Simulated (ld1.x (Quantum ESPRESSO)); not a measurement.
# Reading a pseudo-wave (aluminium)

Columns: radius, all-electron u(r) and pseudo u(r) of the 3s shell (level -8.06 eV) of aluminium in the configuration [Ne] 3s1.75 3p1.25; LDA (PZ), scalar-relativistic, TM scheme, ld1.x (Quantum ESPRESSO) 7.5.

```csv
r (bohr),all-electron,pseudo
0.132,0.0641,0.0254
0.265,-0.1971,0.0527
0.398,-0.3025,0.0835
0.530,-0.2657,0.1194
0.663,-0.1511,0.1627
0.795,-0.0078,0.2144
0.928,0.1387,0.2758
1.060,0.2716,0.3446
1.193,0.3864,0.4183
1.325,0.4794,0.4901
1.458,0.5524,0.5548
1.590,0.6060,0.6063
1.723,0.6432,0.6432
1.855,0.6656,0.6656
1.988,0.6760,0.6760
2.120,0.6760,0.6760
2.252,0.6680,0.6680
2.385,0.6532,0.6532
2.518,0.6334,0.6334
2.650,0.6100,0.6100
2.782,0.5839,0.5839
2.915,0.5557,0.5557
3.048,0.5266,0.5266
3.180,0.4971,0.4971
3.312,0.4677,0.4677
3.445,0.4384,0.4384
```

Problem. How many radial nodes do the two functions have?

Solution. The all-electron 3s function has n − l − 1 = 2; the pseudo-wave has 0, since the states of the same l below it are removed with the core.

Problem. At about which radius was the pseudo-wave matched?

Solution. 1.85 bohr. The columns agree to 0.0005 from 1.59 bohr on; several derivatives are matched, so the curves merge somewhat inside the radius.

Problem. Is the pseudo-wave norm-conserving?

Solution. Yes: the TM scheme keeps the norm inside the radius equal to the all-electron one, which fixes the energy derivative of the logarithmic derivative at the level.
